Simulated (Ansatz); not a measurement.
Geometry optimisation, RKS r2SCAN/6-31G* (Ansatz).

input.yaml

```yaml
crystal:
  periodic: [false, false, false]
  atoms:
    - { symbol: Al, position_ang: [1.4291, -0.8816, -2.0759] }
    - { symbol: O, position_ang: [0.385, -0.3303, -0.5884] }
    - { symbol: C, position_ang: [0.0202, 0.986, -0.2421] }
    - { symbol: Cl, position_ang: [0.627, 2.376, -1.2013] }
    - { symbol: "N", position_ang: [-0.6411, 1.2056, 0.8236] }
    - { symbol: Si, position_ang: [-1.2358, -0.0587, 1.9434] }
    - { symbol: H, position_ang: [1.9583, 0.2697, -3.0975] }
    - { symbol: H, position_ang: [1.7174, -2.365, -2.3639] }
    - { symbol: H, position_ang: [-1.27423, 1.92301, 1.23111] }
    - { symbol: H, position_ang: [-0.0881, -0.8222, 2.5066] }
    - { symbol: H, position_ang: [-1.9967, 0.537, 3.0723] }
basis:
  gaussian: { orbitals: "6-31G*" }
hamiltonian:
  xc: r2scan
relax:
  f_tol: 0.02
  max_steps: 50
```

Command:

```bash
$ ansatz run input.yaml --threads 2 --pin off --max-ram 3072MiB --backend cpu --events-out ev --progress --plain --runs-dir out
```

Task: Where does it end, and by what steps?

Result: The forces met the threshold. After 35 steps the energy has fallen by 3.929 eV; H7 moved furthest, 2.81 Å. Joined: Al1–Si6 (4.89 → 2.49 Å).

```tsv
step	energy less start (eV)	largest force component (eV/Å)	accepted
0	0.0000	3.695	yes
2	-1.6917	1.024	yes
4	-1.8054	0.404	yes
6	-1.8334	0.312	yes
8	-1.8465	0.088	yes
10	-1.8504	0.167	yes
12	-1.8558	0.144	yes
14	-1.8631	0.202	yes
16	-1.8804	0.324	yes
18	-1.9376	0.414	yes
20	-2.2213	0.560	yes
22	-2.8507	0.668	yes
24	-3.5056	0.563	yes
26	-3.7495	0.665	yes
28	-3.8976	0.218	yes
30	-3.9219	0.288	yes
32	-3.9293	0.035	yes
34	-3.9294	0.030	yes
35	-3.9294	0.007	yes
```

```xyz
11
Properties=species:S:1:pos:R:3
Al 0.542 -1.058 -1.193
O 1.005 0.843 -1.141
C 0.585 1.589 -0.231
Cl 1.063 3.275 -0.287
N -0.191 1.220 0.777
Si -0.728 -0.558 0.889
H -0.341 -1.239 -2.508
H 1.921 -1.831 -0.985
H -0.442 1.953 1.433
H -0.298 -0.927 2.273
H -2.215 -0.428 0.981
```

The run took 3.2 min on 2 threads of Intel(R) Xeon(R) 6975P-C (Granite Rapids) (shared host), peak memory 0.27 GiB.
